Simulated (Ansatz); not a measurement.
Reactions of C$_{3}$H$_{6}$FIn (`C=[CH][In]([CH3])[F]`).

Gas-phase electronic energies from Ansatz, PBE0-D4/def2-TZVP geometries. CCSD(T)/CBS is the MP2 limit (def2-TZVPP, def2-QZVPP) plus CCSD(T) − MP2 in def2-TZVPP, frozen cores. This one scheme is used for every species. Functionals use def2-TZVPP. Triplets are unrestricted, without spin–orbit coupling. def2 core potentials past Kr. For I, In, Te outer-core shells are correlated without core-valence functions, which leaves a few kJ/mol of doubt a bond. Each species was taken in one conformer, which may not be the lowest.

| reaction | CCSD(T)/CBS(def2) (eV) |
| --- | --- |
| `C=[CH][In]([CH3])[F]` + H–F → `C=[CH][In]([F])[F]` + CH₄ | -0.72 |
| `C=[CH][In]([CH3])[F]` + H₂O → `[CH3][In]([OH])[F]` + ethylene | -0.36 |
| `C=[CH][In]([CH3])[F]` + H₂ → `C=[CH][InH][F]` + CH₄ | ? |
| `C=[CH][In]([CH3])[F]` + silanol → `[CH3][In]([F])[O][SiH3]` + ethylene | -0.63 |
| `C=[CH][In]([CH3])[F]` + HI → `[CH3][In]([F])[I]` + ethylene | -1.66 |
| `C=[CH][In]([CH3])[F]` + HCl → `C=[CH][In]([F])[Cl]` + CH₄ | ? |
| `C=[CH][In]([CH3])[F]` + H₂S → `[CH3][In]([F])[SH]` + ethylene | -1.07 |
| `C=[CH][In]([CH3])[F]` + `CC(C)[TeH]` → `[CH3][In]([F])[TeH]` + `C=CC(C)C` | -1.49 |
| `C=[CH][In]([CH3])[F]` + `O[SiH](F)S[SiH2]Cl` → `CO[SiH](F)S[SiH2]Cl` + `C=[CH][InH][F]` | 0.94 |
| `C=[CH][In]([CH3])[F]` → `C=[CH][InH][F]` + `[CH2]` (triplet) | ? |

(1) Fill in the missing values. (An estimate is asked.)

Largest T1 diagnostic: 0.016, for `C=[CH][In]([F])[F]`.

Results:

(1) Computed: `C=[CH][In]([CH3])[F]` + H₂ → `C=[CH][InH][F]` + CH₄: -0.35 eV; `C=[CH][In]([CH3])[F]` + HCl → `C=[CH][In]([F])[Cl]` + CH₄: -1.35 eV; `C=[CH][In]([CH3])[F]` → `C=[CH][InH][F]` + `[CH2]` (triplet): +4.86 eV.
